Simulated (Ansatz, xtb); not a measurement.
# Two isomers of C4H6N2S2

Structure a is `SCCc1ncsn1`, a singlet and structure b is `CSc1nsnc1C`, a singlet. Both are isolated molecules in the gas phase, relaxed with PBE-D3(BJ)/def2-SVP; the shapes shown needn't be the lowest conformers.

a (Å):

```xyz
14

C     1.9133   -1.4854    0.3453
C     1.2782   -0.0932    0.4908
C    -0.2176   -0.1096    0.6440
C    -2.1288   -0.7070    1.5569
N    -0.8269   -0.8568    1.6344
N    -0.9847    0.5971   -0.1807
S     2.0497   -2.4409    1.9073
S    -2.5850    0.3597    0.2638
H     0.7373   -2.2624    2.2488
H     2.9584   -1.3738   -0.0059
H     1.3754   -2.0792   -0.4229
H     1.5027    0.5219   -0.4031
H     1.7269    0.4141    1.3721
H    -2.8510   -1.1954    2.2287
```

b (Å):

```xyz
14

C    -1.8677   -1.2486    0.4677
C    -0.7255    0.6820    2.0384
C     0.2251    1.6319    2.6026
C     1.6174    1.8448    2.0990
N    -1.9084    0.6524    2.6374
N    -0.2714    2.3069    3.6302
S    -0.3092   -0.3363    0.6661
S    -1.8385    1.7823    3.8758
H    -1.7175   -1.9344   -0.3869
H    -2.6992   -0.5498    0.2577
H    -2.0975   -1.8228    1.3849
H     2.1263    2.6215    2.6974
H     2.2034    0.9034    2.1536
H     1.6066    2.1569    1.0336
```

Task: Estimate which is lower in electronic energy at CCSD(T)/def2-SVP + ΔMP2/def2-TZVPP, and by roughly how much.

Result: Not settled: CCSD(T)/def2-SVP + ΔMP2/def2-TZVPP gives E(b) − E(a) = −1.20 kcal/mol, but this leans on the basis-set step: CCSD(T) alone gives +4.12 kcal/mol.

Level by level:

```csv
level,geometry,E(b) − E(a) (kcal/mol),departure from the last row (kcal/mol),"job, with rough time for the two"
GFN2-xTB,GFN2-xTB,−1.03,+0.16,"optimisation, 0.33 s"
HF/STO-3G,GFN2-xTB,−10.49,−9.30,"single point, 0.7 s"
r2SCAN-D4/def2-SVP,GFN2-xTB,+0.18,+1.38,"single point, 3.9 s"
PBE-D3(BJ)/def2-SVP,PBE-D3(BJ)/def2-SVP,+0.82,+2.02,"optimisation, 31 s"
HF/def2-SVP,PBE-D3(BJ)/def2-SVP,+7.04,+8.24,part of the CCSD(T) run
MP2/def2-SVP,PBE-D3(BJ)/def2-SVP,+1.70,+2.90,part of the CCSD(T) run
CCSD(T)/def2-SVP,PBE-D3(BJ)/def2-SVP,+4.12,+5.32,single point
CCSD(T)/def2-SVP + ΔMP2/def2-TZVPP,PBE-D3(BJ)/def2-SVP,−1.20,,"single point, 81 s"
```

As drawn, b has 1 C–S, 1 N∷S, 1 C∷C, 1 C–H in place of 1 C–C, 1 C∷N, 1 C∷S, 1 S–H (∷ is an aromatic bond).

PBE-D3(BJ)/def2-SVP, HF/def2-SVP, MP2/def2-SVP, CCSD(T)/def2-SVP put the two in the other order. r2SCAN-D4/def2-SVP finds them nearly level. The largest departure from CCSD(T)/def2-SVP + ΔMP2/def2-TZVPP is that of HF/STO-3G, 9.30 kcal/mol. The last row adds to CCSD(T) the change of the MP2 difference between the two basis sets, here −5.32 kcal/mol, a large step that makes the value less sure.

With thermal terms from frequencies at re-optimised GFN2-xTB minima (ideal gas, soft modes damped towards free rotors, one conformer each, 298.15 K, 1 atm): the zero-point term adds +0.40 kcal/mol; ΔH is −0.15 and ΔG −1.71 kcal/mol.

The correlated steps freeze 16 core orbitals. Programs: Ansatz 0.2.0, xtb 6.7.1; the last row on 4 threads of Intel(R) Xeon(R) Platinum 8175M CPU @ 2.50GHz (Skylake/Cascade Lake) on a shared host.
